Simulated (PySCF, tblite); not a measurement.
Species: CH₁₂N₂OSi₄.
Numbering: `[O:1]=[C:2]([NH:3][SiH3:4])[SiH2:5][N:6]([SiH3:7])[SiH3:8]` (hydrogens: H9 on N3; H10, H11, H12 on Si4; H13, H14 on Si5; H15, H16, H17 on Si7; H18, H19, H20 on Si8)

Cartesian coordinates in Å at the GFN2-xTB level; atoms count from 1:
```xyz
20
CH12N2OSi4 angstrom
O      0.836   -0.423   -1.161
C      1.185    0.030   -0.067
N      2.481    0.314    0.050
Si     3.340   -0.052   -1.450
Si    -0.086    0.281    1.312
N     -1.541   -0.191    0.551
Si    -3.043   -0.053    1.426
Si    -1.561   -0.896   -1.087
H      2.839    0.690    0.912
H      4.706    0.338   -1.078
H      2.828    0.804   -2.509
H      3.262   -1.483   -1.703
H      0.320   -0.558    2.451
H     -0.047    1.696    1.709
H     -2.737    0.680    2.656
H     -4.008    0.692    0.620
H     -3.546   -1.387    1.758
H     -0.875   -2.182   -1.096
H     -2.993   -1.253   -1.208
H     -1.365    0.145   -2.088
```

Jobs on this species (20 atoms, 96 electrons) with PySCF (density fitting) and tblite. Hardware of each: one thread, Arm Neoverse V1 (aarch64) (shared host). Times come from a shared host and carry two figures at best.

Question: Rank these jobs by wall time, shortest first.
A. GFN2-xTB; L-BFGS relaxation
B. GFN2-xTB; Hessian by finite differences
C. PBE0/pcSseg-1; shieldings, charges and field gradients, density and orbital grids written; 224 basis functions

Answer: B (1.2 s), A (3.3 s), C (69 s).

All jobs:

```tsv
level and settings	work	basis functions	SCF cycles	wall time
GFN2-xTB	Hessian by finite differences	–	–	1.2 s
GFN2-xTB	L-BFGS relaxation	–	–	3.3 s
PBE0/pcSseg-1	shieldings, charges and field gradients, density and orbital grids written	224	14	69 s
```

Question: What do all jobs in the table cost together?

Answer: About 74 s; the longest takes about 94 % of that, and about 58 times as long as the shortest.
